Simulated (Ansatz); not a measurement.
Reactions of CH₄F₂O₂Si (`O[Si](O)(F)CF`).

Isolated molecules relaxed with PBE0-D4/def2-TZVP in Ansatz; ΔE leaves out vibrations. CCSD(T)/CBS adds triple-zeta CCSD(T) − MP2 to the extrapolated MP2 energy (def2 sets, frozen cores). This one scheme is used for every species. Each species was taken in one conformer, which may not be the lowest.

(1) Order these by ΔE at CCSD(T)/CBS, lowest first. (An estimate is asked.)
A. `O[Si](O)(F)CF` + H₂O → `O[Si](O)(O)F` + `CF`
B. `O[Si](O)(F)CF` → `OCF` + `O[Si]F`
C. `O[Si](O)(F)CF` + `N[SiH2]F` → `O[Si](O)(F)N[SiH2]F` + `CF`
D. `O[Si](O)(F)CF` + `[SiH3]Cl` → `O[Si](O)(F)C[SiH2]Cl` + H–F
E. `O[Si](O)(F)CF` + `C=N` → `C=NCF` + `O[SiH](O)F`
F. `O[Si](O)(F)CF` + CH₄ → `C[Si](O)(O)F` + `CF`
G. `O[Si](O)(F)CF` → `CO[Si](O)(F)F`
H. `O[Si](O)(F)CF` + `FCN[SiH2]F` → `O[Si](O)(F)N[SiH2]F` + `FCCF`

Largest T1 diagnostic: 0.015, for `O[Si]F`.

Results:

(1) G (-168.9 kJ/mol), D (-144.5 kJ/mol), A (-128.5 kJ/mol), H (-112.8 kJ/mol), C (-94.7 kJ/mol), F (-20.8 kJ/mol), E (+7.1 kJ/mol), B (+290.0 kJ/mol).
